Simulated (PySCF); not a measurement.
## BeSe⁻: energy against distance

Set-up: basis Be aug-pcseg-1, Se aug-pcseg-1; no relativity; PySCF 2.14. Energies in eV from Be + Se⁻ in their ground configurations at the same level. State: ²Σ⁺ (doublet), unpaired electrons σ ↑.

All columns are r²SCAN0. A positive dipole points towards Se; it is taken about the centre of mass and depends on that origin.

| R (Å) | E (eV) | μ (D) | Mulliken charge on Be (basis-dependent) | HOMO (eV) | LUMO (eV) | Mayer bond order | ⟨S²⟩ |
| --- | --- | --- | --- | --- | --- | --- | --- |
| 1.684 | -2.424 | 2.80 | -0.17 | -0.36 | 2.42 | 1.57 | 0.76 |
| 1.762 | -2.928 | 2.61 | -0.06 | -0.49 | 2.38 | 1.50 | 0.76 |
| 1.841 | -3.207 | 2.41 | 0.02 | -0.62 | 2.33 | 1.45 | 0.76 |
| 1.899 | -3.306 | 2.26 | 0.07 | -0.72 | 2.29 | 1.42 | 0.76 |
| 1.958 | -3.332 | 2.11 | 0.11 | -0.81 | 2.25 | 1.40 | 0.76 |
| 2.017 | -3.301 | 1.96 | 0.13 | -0.89 | 2.21 | 1.39 | 0.76 |
| 2.095 | -3.193 | 1.76 | 0.16 | -1.00 | 2.15 | 1.38 | 0.76 |
| 2.193 | -2.982 | 1.54 | 0.17 | -1.04 | 2.07 | 1.37 | 0.76 |
| 2.310 | -2.664 | 1.30 | 0.16 | -0.93 | 1.96 | 1.37 | 0.76 |
| 2.467 | -2.195 | 1.08 | 0.12 | -0.82 | 1.80 | 1.34 | 0.76 |

A fit through these points gives, at Re = 1.953 Å, μ = 2.12 D and dμ/dR = -2.56 D/Å; the reduced mass is 8.099 u.

Problem. How strong is the fundamental in the double-harmonic approximation, I = 42.26·(dμ/dR)²/μred km/mol?

Solution. I = 42.26·(-2.56)²/8.099 = 34.2 km/mol at r²SCAN0.

Spin–orbit coupling is left out. For an ion De counts to the pair picked by the measured ionisation energies or electron affinities, which need not be the lowest pair at this level. The state is the lowest determinant that a PBE0 search found; another state may lie lower at other levels.
